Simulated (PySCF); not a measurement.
## Energy of Ti²⁺ (titanium, charge +2) between two integer charges

The 3d alpha orbital of [Ar] 3d2 is emptied in steps (occupation f), with all orbitals relaxed, ending at [Ar] 3d1. All numbers are calculated (PySCF 2.14, the non-relativistic Hamiltonian (point nucleus), in def2-TZVP (6s4p4d1f, 45 functions)). The exact energy is a straight line in f; departures are measured from the line between the end points of the same method.

```csv
f,BHandHLYP (eV),wB97X (eV),MN15 (eV)
1,0.000,0.000,0.000
0.75,-0.577,-0.479,-0.807
0.5,-0.774,-0.646,-1.088
0.25,-0.583,-0.490,-0.825
0,0.000,0.000,0.000
```

| method | E(f=0) − E(f=1) (eV) | −ε at f=1 (eV) | −ε at f=0.5 (eV) |
| --- | --- | --- | --- |
| BHandHLYP | 27.840 | 24.779 | 27.825 |
| wB97X | 27.629 | 25.109 | 27.601 |
| MN15 | 27.408 | 23.157 | 27.360 |

Orbital energy along the path (eV):

```tsv
f	BHandHLYP	wB97X	MN15
1	-24.779	-25.109	-23.157
0.75	-26.288	-26.327	-25.218
0.5	-27.825	-27.601	-27.360
0.25	-29.384	-28.915	-29.575
0	-30.964	-30.267	-31.851
```

Reference removal energy between the ground levels: 27.492 eV (measured; NIST Atomic Spectra Database, ionization energies). The calculation has no spin-orbit coupling.
